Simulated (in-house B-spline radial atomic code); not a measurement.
Orbital energies and mean radii along the 12-electron series, configuration [Ne] 3s2. The effective charge is n√(-2ε), a non-relativistic measure. Computed with an all-electron radial atomic-structure program (B-spline basis): Dirac-Hartree-Fock, average of the configuration, finite nuclei.

```csv
ion,Z,energy of 2p3/2 (Eh),mean radius of 2p3/2 (bohr),energy of 1s1/2 (Eh),mean radius of 1s1/2 (bohr),energy of 2s1/2 (Eh),mean radius of 2s1/2 (bohr),effective charge of 2p3/2
Tm57+,69,-479.94,0.075969,-2364.38,0.019991,-533.78,0.08283,61.964
Yb58+,70,-495.81,0.074759,-2441.49,0.019642,-552.54,0.081323,62.98
Lu59+,71,-511.95,0.073585,-2520.13,0.019302,-571.71,0.079855,63.997
Hf60+,72,?,?,?,?,?,?,?
Ta61+,73,?,?,?,?,?,?,?
W62+,74,?,?,?,?,?,?,?
Re63+,75,-579.18,0.069215,-2850.57,0.01802,-652.66,0.074348,68.069
Os64+,76,-596.66,0.068197,-2937.23,0.017719,-674,0.073055,69.089
Ir65+,77,-614.41,0.067206,-3025.6,0.017423,-695.8,0.071792,70.109
Pt66+,78,-632.43,0.066241,-3115.67,0.017135,-718.06,0.070558,71.13
Au67+,79,-650.72,0.065302,-3207.48,0.016852,-740.8,0.069351,72.151
```

(1) Fill in the row of Hf60+.

(2) Fill in the row of Ta61+.

(3) Fill in the row of W62+.

(4) How does the screening of 2p3/2 change?

Results:

(1) energy of 2p3/2 (Eh): -528.35; mean radius of 2p3/2 (bohr): 0.072445; energy of 1s1/2 (Eh): -2600.35; mean radius of 1s1/2 (bohr): 0.01897; energy of 2s1/2 (Eh): -591.3; mean radius of 2s1/2 (bohr): 0.078426; effective charge of 2p3/2: 65.014.

(2) energy of 2p3/2 (Eh): -545.03; mean radius of 2p3/2 (bohr): 0.071338; energy of 1s1/2 (Eh): -2682.14; mean radius of 1s1/2 (bohr): 0.018646; energy of 2s1/2 (Eh): -611.32; mean radius of 2s1/2 (bohr): 0.077032; effective charge of 2p3/2: 66.032.

(3) energy of 2p3/2 (Eh): -561.97; mean radius of 2p3/2 (bohr): 0.070261; energy of 1s1/2 (Eh): -2765.54; mean radius of 1s1/2 (bohr): 0.018329; energy of 2s1/2 (Eh): -631.77; mean radius of 2s1/2 (bohr): 0.075674; effective charge of 2p3/2: 67.05.

(4) Z less the effective charge goes from 7.04 at Z = 69 to 6.85 at Z = 79.
